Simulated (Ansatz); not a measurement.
Reaction (substitution at a C–O bond): `C[O][Sn]([OH])([F])[Cl]` + `OC[SiH2]F` → `COC[SiH2]F` + `[OH][Sn]([OH])([F])[Cl]`

Calculated with Ansatz (gas phase, PBE0-D4/def2-TZVP geometries, no zero-point term in ΔE). CCSD(T)/CBS adds triple-zeta CCSD(T) − MP2 to the extrapolated MP2 energy (def2 sets, frozen cores). Functionals use def2-TZVPP. B3LYP here is the variant with VWN-RPA as its local correlation; programs differ in this. Elements past krypton have def2 core potentials. For Sn outer-core shells are correlated without core-valence functions, which leaves a few kJ/mol of doubt a bond. One conformer a species, not always the lowest.

```json
{"level": "r2SCAN-D4", "ΔE (kcal/mol)": "-3.2"}
{"level": "PBE0-D4", "ΔE (kcal/mol)": "-3.3"}
{"level": "B3LYP-D4", "ΔE (kcal/mol)": "-2.9"}
{"level": "B2PLYP", "ΔE (kcal/mol)": "-3.0"}
{"level": "B3LYP", "ΔE (kcal/mol)": "-2.8"}
{"level": "CCSD(T)/def2-TZVPP", "ΔE (kcal/mol)": "-3.1"}
{"level": "MP2/def2-QZVPP", "ΔE (kcal/mol)": "-3.2"}
{"level": "HF/CBS(def2)", "ΔE (kcal/mol)": "-2.6"}
```

(1) What does CCSD(T)/CBS give? (Estimate.)

Largest T1 diagnostic among the species: 0.014.

## Answers

(1) Computed: -2.8 kcal/mol. The listed levels differ from it by -0.4, -0.5, -0.1, -0.2, 0.0, -0.3, -0.4, 0.2 kcal/mol.
